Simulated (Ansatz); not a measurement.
`CB(S)Br` + CH₃OH → `COB(C)S` + HBr at 700 K and 1 bar (ligand exchange at a B–Br bond).

Calculated with Ansatz (gas phase, PBE0-D4/def2-TZVP geometries, no zero-point term in ΔE). CCSD(T)/CBS adds triple-zeta CCSD(T) − MP2 to the extrapolated MP2 energy (def2 sets, frozen cores). This one scheme is used for every species. For Br outer-core shells are correlated without core-valence functions, which leaves a few kJ/mol of doubt a bond. Scalar relativity is left out up to krypton. Each species was taken in one conformer, which may not be the lowest.

| species | CCSD(T)/CBS energy (Eh) | H − E (kJ/mol) | S (J/(mol·K)) |
| --- | --- | --- | --- |
| `CB(S)Br` | -3036.42757 | 197.2 | 423.2 |
| CH₃OH | -115.61712 | 170.8 | 288.5 |
| `COB(C)S` | -578.14380 | 327.5 | 475.0 |
| HBr | -2573.91920 | 36.5 | 223.7 |

H − E and S are ideal-gas, rigid-rotor, harmonic terms from PBE0-D4/def2-TZVP, for one conformer and one mirror image of each species. 1 Eh = 2625.50 kJ/mol, R = 8.31446 J/(mol·K).

Task: By hand: ΔE, ΔH, ΔS and ΔG.

Result: ΔE = (-578.14380) + (-2573.91920) − (-3036.42757) − (-115.61712) = -0.01831 Eh = -48.1 kJ/mol. Δ(H − E) = 327.5 + 36.5 − 197.2 − 170.8 = -4.0, so ΔH = -52.1 kJ/mol. ΔS = 475.0 + 223.7 − 423.2 − 288.5 = -13.0 J/(mol·K). ΔG = -52.1 − 700 × (-13.0)/1000 = -43.0 kJ/mol.

Task: By hand: the equilibrium constant, and the temperature at which ΔG would vanish if ΔH and ΔS stayed fixed.

Result: log₁₀ K = −ΔG/(RT ln 10) = 3.2. ΔG = 0 at ΔH/ΔS = 4008 K, far beyond where these terms or the molecules hold.

The number of gas molecules stays the same, so ΔS is small and ΔH decides. A doubt of 5 kJ/mol in ΔE shifts log₁₀ K by 0.4 here. Other conformers and mirror images would add mixing entropy, several J/(mol·K) or more a flexible species. Modes under 60 cm⁻¹, often nearly free rotors, make the harmonic entropy too high. These are equilibria of isolated gas molecules and say nothing of rates. Largest T1 diagnostic: 0.012 (customary marks: 0.02 for closed shells, 0.045 for open ones).
